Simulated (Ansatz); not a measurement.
System: CaF2, charge 0, singlet. CaF2 (SMILES [F][Ca][F]).
B3LYP-D3(BJ)/def2-TZVP minimum from Ansatz (a quantum-chemistry and plane-wave program):
```xyz
3

Ca     0.1079     0.1864     0.1914
F     -0.3681     1.2191    -1.4614
F      0.1283    -1.6332     1.0361
```
Charge 0, spin multiplicity 1.

Total energies in def2-TZVPP, 16 correlated electrons, 11 frozen orbitals. Radicals and triplets start from unrestricted determinants; spin-orbit coupling is neglected. Correlated methods leave the cores frozen (noble-gas shells, and filled d and f shells in the p block). No relativity.

```
method    program  energy (Eh)  minus CCSDT(Q) (mEh)
--------  -------  -----------  --------------------
HF         Ansatz   -875.86712                560.61
MP2        Ansatz   -876.41852                  9.21
CCSD       Ansatz   -876.41262                 15.11
CCSD(T)    Ansatz   -876.42705                  0.68
CCSDT(Q)   Ansatz   -876.42773                  0.00
```

Rough core times of Ansatz's runs on a shared machine: CCSD(T) under 20 s, CCSDT(Q) 4 min.
